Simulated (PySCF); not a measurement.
**Basis and Hamiltonian dependence of the excitation energy of Mg+**

Mg+ [Ne] 3s1 (2S) → Mg+ [Ne] 3d1 (2D). All values are computed (PySCF 2.14, energy differences of UHF-based or UKS calculations, no spin-orbit coupling). Values in eV.

| basis | Hamiltonian | functions | UHF | PBE | PBE0 | CCSD(T) (valence and next inner shell) |
| --- | --- | --- | --- | --- | --- | --- |
| aug-cc-pVDZ-DK | spin-free X2C | 27 | 8.782 | 8.513 | 8.601 | n/a |
| aug-cc-pVDZ | non-relativistic | 27 | 8.765 | 8.491 | 8.579 | n/a |
| def2-TZVPPD | non-relativistic | 35 | 8.820 | 8.533 | 8.620 | 8.967 |
| aug-cc-pCVDZ | non-relativistic | 36 | 8.751 | 8.488 | 8.574 | 8.823 |
| x2c-TZVPPall with one added diffuse shell each of s, p, d type | spin-free X2C | 41 | 8.682 | 8.478 | 8.551 | 8.834 |
| aug-cc-pVTZ with one added diffuse shell each of s, p, d, f type | non-relativistic | 66 | 8.645 | 8.496 | 8.555 | n/a |
| aug-cc-pCVTZ-DK | spin-free X2C | 75 | 8.664 | 8.474 | 8.541 | 8.841 |
| x2c-QZVPPall with one added diffuse shell each of s, p, d, f type | spin-free X2C | 82 | 8.660 | 8.493 | 8.555 | 8.875 |
| aug-cc-pVQZ | non-relativistic | 84 | 8.632 | 8.454 | 8.523 | n/a |
| aug-cc-pVQZ-DK | spin-free X2C | 84 | 8.656 | 8.478 | 8.546 | n/a |
| aug-cc-pCVTZ-DK with one added diffuse shell each of s, p, d, f type | spin-free X2C | 91 | 8.640 | 8.468 | 8.534 | 8.820 |
| dyall-av3z | non-relativistic | 117 | 8.847 | 8.555 | 8.642 | n/a |
| dyall-acv3z | spin-free X2C | 122 | 8.868 | 8.579 | 8.665 | n/a |
| dyall-acv3z | non-relativistic | 122 | 8.847 | 8.555 | 8.642 | n/a |

Frozen in the all-electron rows: valence: [Ne]; valence and next inner shell: 1s2.

Reference for a calculation without spin-orbit coupling: 8.864 eV (measured, between term centres; NIST).
